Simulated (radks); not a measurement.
Spherical quantum dot in the effective-mass picture: electrons in a parabolic well V = omega^2 r^2 / 2 with omega = 0.124, all in effective atomic units (hartree* = m*/eps^2 hartree, bohr* = eps/m* bohr), one dielectric constant everywhere. Calculated with a radial shooting solver with Libxc functionals: non-relativistic Kohn-Sham, LDA (Slater exchange, Perdew-Wang correlation), spin-polarised, spherical densities. Levels are named by radial order and angular momentum (1s, 1p, 1d, 2s, ...), and open shells are averaged over m. At N = 14 the configuration is 1s2 1p6 1d(up 5, down 1). Does electron 15 go into 1d down or 2s down or 2s up?

Answer. Into 1d down. The total energies of the other choices lie higher by 0.0113 hartree* (2s up), 0.0182 hartree* (2s down).
